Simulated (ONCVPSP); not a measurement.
# Transferability test, ONCV potential for cerium

ONCVPSP 4.0.1 input, shortened (lines: element, Z, core and valence counts, functional; n l f; lmax; l rc ep ncon nbas qcut; lloc lpopt rc5 dvloc0; l nproj debl; icmod fcfact rcfact), LDA (Perdew-Zunger), fully relativistic:

```
  Ce 58.00   10    4        3      upf
    1    0    2.00
    2    0    2.00
    2    1    6.00
    3    0    2.00
    3    1    6.00
    3    2   10.00
    4    0    2.00
    4    1    6.00
    4    2   10.00
    5    0    2.00
    4    3    1.00
    5    1    6.00
    5    2    1.00
    6    0    2.00
    3
    0    3.65    0.00    4    9    1.40
    1    2.55    0.00    4    9    4.20
    2    3.75    0.00    5   10    5.00
    3    1.70    0.00    5    9    8.70
    4    5    1.60    1.00
    0    2    0.60
    1    2    1.60
    2    3    2.10
    3    2    1.90
    3    1.75    1.50
```

Open shells are filled in proportion to 2j + 1.

Energies are relative to the spin-unpolarised reference configuration 4f1 5p6 5d1 6s2; without spin polarisation the order of configurations can differ from experiment.

```
valence configuration  charge  ΔE all-electron (eV)  error AE − PS (meV)
      4f1 5p6 5d1 6s1      +1                 6.270                 -0.2
      4f2 5p6 5d1 6s0      +1                 6.317                  -10
```

Problem. What are ΔE and the potential's error for 4f1 5p6 5d1 6s0?

Solution. ΔE = 17.615 eV all-electron; the error (AE − PS) is -1.5 meV.

Problem. What are ΔE and the potential's error for 4f1 5p6 5d0 6s0?

Solution. ΔE = 36.942 eV all-electron; the error (AE − PS) is +42 meV.

Note: ghosts flagged at negative energy: s at -68.3 eV; GHOST(+) flagged for d3/2 at 158.6 eV, d3/2 at 257.5 eV. A true bound ghost makes a file unfit for plane-wave use.
